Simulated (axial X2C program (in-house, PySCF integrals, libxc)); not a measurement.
# Which molecule gave these maps?

PBE0 fields computed with an in-house relativistic program for diatomic molecules, two-component, near the equilibrium distance, one atom at z = 0.

The maps cover the half plane through the axis: z from -2.4 to 3.6 Å along the bond, ρ from 0.15 to 2.25 Å away from it.

log10 of the density in e/bohr³:

```
 ρ\z  -2.4  -1.8  -1.2  -0.6   0.0   0.6   1.2   1.8   2.4   3.0   3.6
0.15  -4.4  -3.3  -2.0  -0.3   1.4  -0.3  -0.6   0.2  -1.0  -2.1  -3.2
0.45  -4.4  -3.4  -2.2  -0.8   0.2  -0.7  -0.8  -0.7  -1.2  -2.2  -3.3
0.75  -4.5  -3.5  -2.5  -1.4  -0.7  -1.2  -1.1  -1.1  -1.6  -2.5  -3.4
1.05  -4.7  -3.7  -2.8  -1.9  -1.5  -1.6  -1.6  -1.6  -2.0  -2.8  -3.7
1.35  -4.9  -4.0  -3.1  -2.4  -2.0  -2.0  -2.0  -2.1  -2.5  -3.2  -4.0
1.65  -5.1  -4.2  -3.5  -2.8  -2.5  -2.5  -2.5  -2.7  -3.0  -3.6  -4.3
1.95  -5.3  -4.5  -3.8  -3.3  -3.0  -2.9  -3.0  -3.2  -3.5  -4.0  -4.7
2.25  -5.6  -4.8  -4.2  -3.7  -3.5  -3.4  -3.5  -3.7  -4.0  -4.5  -5.1
```

Electron localisation function (collinear form, no current term, damped to 0 at low density):

```
 ρ\z  -2.4  -1.8  -1.2  -0.6   0.0   0.6   1.2   1.8   2.4   3.0   3.6
0.15  0.00  0.01  0.06  0.65  0.60  0.51  0.66  0.53  0.96  0.92  0.30
0.45  0.00  0.00  0.04  0.31  0.79  0.26  0.84  0.50  0.95  0.89  0.21
0.75  0.00  0.00  0.02  0.10  0.39  0.21  0.83  0.82  0.89  0.77  0.10
1.05  0.00  0.00  0.01  0.06  0.18  0.26  0.72  0.71  0.73  0.48  0.03
1.35  0.00  0.00  0.01  0.06  0.17  0.28  0.51  0.47  0.40  0.16  0.00
1.65  0.00  0.00  0.01  0.06  0.16  0.21  0.26  0.20  0.12  0.03  0.00
1.95  0.00  0.00  0.01  0.04  0.11  0.12  0.09  0.05  0.02  0.00  0.00
2.25  0.00  0.00  0.00  0.01  0.04  0.04  0.02  0.01  0.00  0.00  0.00
```

Axial spin density in 10⁻³ e/bohr³:

```
 ρ\z  -2.4  -1.8  -1.2  -0.6    0.0   0.6    1.2     1.8    2.4   3.0   3.6
0.15   0.0   0.1   2.0  29.2  583.4  21.4  -71.4  -123.0  -58.3  -5.3  -0.4
0.45   0.0   0.1   1.7  38.6  193.5  19.6  -49.5   -87.5  -34.4  -3.8  -0.4
0.75   0.0   0.0   0.8  11.0   17.8  -3.9  -25.4   -31.9  -14.1  -2.1  -0.2
1.05   0.0   0.0   0.1   0.8   -2.5  -6.6  -10.6   -10.1   -4.8  -1.0  -0.1
1.35   0.0   0.0  -0.1  -0.8   -2.7  -3.7   -4.0    -3.2   -1.5  -0.4  -0.1
1.65   0.0   0.0  -0.1  -0.6   -1.4  -1.6   -1.4    -1.0   -0.5  -0.1   0.0
1.95   0.0   0.0  -0.1  -0.3   -0.6  -0.6   -0.5    -0.3   -0.2  -0.1   0.0
2.25   0.0   0.0   0.0  -0.1   -0.2  -0.2   -0.2    -0.1   -0.1   0.0   0.0
```

Task: Which molecule is it?
A. GeC⁻
B. CoC⁺
C. GaH⁻
D. CuN⁺

Result: B. CoC⁺, with Co at z = 0 and C at z = 1.653 Å, state Ω = 2 (⟨Sz⟩ = 0.00, ⟨Lz⟩ = 2.00 at PBE0), basis Co dyall-cv3z [9s10p6d3f2g], C dyall-v3z [7s6p2d1f] (cores contracted in-house). Occupations by symmetry block were frozen at the best pattern of an incomplete PBE0 search. Density functionals use the spin component along the axis (collinear). PBE0 can misorder states that lie within some tenths of an eV, so this need not be the ground state of the molecule. The nearest other 2c determinant of the search, Ω = 3, lies 0.05 eV up at the distance of the search. Without a current term, density functionals place determinants with orbital angular momentum somewhat too high. With several unpaired electrons one determinant need not be a pure state. The determinant is spin-polarised beyond a pure state at some levels (its spin-free form has ⟨S²⟩ too high), which makes Re and μ there less reliable.
